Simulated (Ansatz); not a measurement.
Geometry optimisation, Ansatz, RKS B3LYP-D4/6-31G*.

Input file:

```yaml
crystal:
  periodic: [false, false, false]
  atoms:
    - { symbol: Si, position_ang: [0.023786, -0.036847, 0.178741] }
    - { symbol: H, position_ang: [0.040019, -0.247667, 1.625452] }
    - { symbol: "N", position_ang: [1.780586, 0.189652, 0.193674] }
    - { symbol: H, position_ang: [2.286873, -0.26532, 0.942274] }
    - { symbol: H, position_ang: [2.349971, 0.278148, -0.640219] }
    - { symbol: "N", position_ang: [-0.601312, 1.365194, -0.60213] }
    - { symbol: H, position_ang: [-1.596372, 1.445641, -0.767282] }
    - { symbol: H, position_ang: [-0.172317, 2.258758, -0.400627] }
    - { symbol: "N", position_ang: [-0.855859, -1.336422, -0.545832] }
    - { symbol: H, position_ang: [-0.79348, -2.25724, -0.12903] }
    - { symbol: H, position_ang: [-0.927195, -1.393898, -1.55472] }
basis:
  gaussian: { orbitals: "6-31G*" }
hamiltonian:
  xc: b3lyp
  dispersion: d4
relax:
  f_tol: 0.03
  max_steps: 50
output:
  orbitals: {}
```

Launched with:

```bash
$ ansatz run input.yaml --threads 1 --pin off --max-ram 2048MiB --backend cpu --events-out ev --progress --plain --runs-dir out
```

Problem. Where does it end, and by what steps?

Solution. It converged. After 5 steps the energy has fallen by 0.161 eV; H2 moved furthest, 0.26 Å.

```
step  energy less start (eV)  largest force component (eV/Å)  accepted
   0                  0.0000                           1.488       yes
   1                 -0.1353                           0.658       yes
   2                 -0.1520                           0.167       yes
   3                 -0.1586                           0.264       yes
   4                 -0.1609                           0.088       yes
   5                 -0.1610                           0.015       yes
```

```xyz
11
Properties=species:S:1:pos:R:3
Si 0.045 -0.021 0.235
H -0.214 -0.256 1.687
N 1.764 0.186 0.169
H 2.347 -0.346 0.803
H 2.226 0.325 -0.722
N -0.564 1.377 -0.573
H -1.555 1.450 -0.763
H -0.150 2.280 -0.385
N -0.791 -1.330 -0.534
H -0.819 -2.233 -0.076
H -0.756 -1.433 -1.541
```

Whether the end is a true minimum wasn't checked by a vibrational analysis.

Time of the run: 19 s on 1 thread of Arm Neoverse V2 (shared host), peak memory 0.15 GiB.
